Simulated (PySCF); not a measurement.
## Electron correlation in Cl²⁺ (chlorine, charge +2)

[Ne] 3s2 3p2 3d1, one real determinant (an excited configuration). Calculation: PySCF 2.14, in aug-cc-pV(T+d)Z (6s5p4d2f, 55 functions); no relativity, point nucleus. Frozen: [Ne]; 5 electrons correlated.

```tsv
level	correlation energy (mhartree)
CCSD	-137.77
(T)	-18.99
CCSD(T)	-156.76
```

Diagnostics: T1 = 0.021, D1 = 0.0634, largest double amplitude 0.404.

Q: Is a single reference adequate?

A: Not fully. The real determinant used has ⟨L²⟩ near 8 against 12 for a pure F term, so it mixes terms. The outer electron is Rydberg-like, and this basis confines it to a smaller radius and binds it less than a complete one would. A double-excitation amplitude exceeds 0.15, a sign of near-degeneracy.

The reference is one real determinant that mixes LS terms of this configuration.
